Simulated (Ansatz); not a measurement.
SnO3H2. Charge 0, multiplicity 1. Geometry PBE-D4/def2-SVP.

```xyz
6

Sn   -0.902   -0.135   -1.210
O    -0.935   -0.364    1.083
O    -0.500    0.859    1.189
O     0.814    0.974   -0.099
H     0.093   -1.655   -1.269
H     1.430    0.321    0.306
```

In the def2 sets Sn takes a core potential; there is no spin–orbit coupling. HSE06 is defined as in plane-wave codes, on full-range PBE exchange. The structure holds one bond between oxygen atoms, so isomers without such links may lie far lower. The restricted singlet is unstable towards broken spin symmetry in Hartree–Fock (as tested in another run); at PBE-D4/def2-TZVP, BLYP-D4/def2-TZVP, r2SCAN-D4/def2-TZVP, PBE0-D4/def2-TZVP and others this wasn't settled. Another isomer (singlet) lies 4.00 eV lower at PBE0-D4/def2-TZVP; other spin states weren't run for this one.

Problem. Estimate the orbital energies around the gap (eV) in Ansatz with PBE-D4/def2-TZVP, BLYP-D4/def2-TZVP, r2SCAN-D4/def2-TZVP, PBE0-D4/def2-TZVP, HSE06-D4/def2-TZVP.

Solution. 
```tsv
orbital	PBE-D4/def2-TZVP	BLYP-D4/def2-TZVP	r2SCAN-D4/def2-TZVP	PBE0-D4/def2-TZVP	HSE06-D4/def2-TZVP
HOMO−9	-19.59	-19.40	-20.75	-22.41	-21.99
HOMO−8	-13.43	-13.27	-13.86	-15.25	-14.83
HOMO−7	-12.01	-11.85	-12.46	-13.81	-13.40
HOMO−6	-11.71	-11.55	-12.13	-13.45	-13.03
HOMO−5	-11.07	-10.95	-11.52	-12.83	-12.41
HOMO−4	-10.46	-10.35	-10.92	-12.18	-11.76
HOMO−3	-8.07	-7.96	-8.45	-9.64	-9.24
HOMO−2	-7.62	-7.50	-7.88	-8.80	-8.40
HOMO−1	-6.19	-6.11	-6.49	-7.50	-7.09
HOMO	-5.46	-5.41	-5.79	-7.03	-6.62
LUMO	-4.78	-4.68	-4.74	-3.73	-4.11
LUMO+1	-2.71	-2.66	-2.55	-1.99	-2.36
LUMO+2	-1.68	-1.63	-1.39	-0.95	-1.31
LUMO+3	0.22	0.24	0.64	0.94	0.59
LUMO+4	0.74	0.69	1.52	1.69	1.32
LUMO+5	1.83	1.86	2.39	2.76	2.42
```
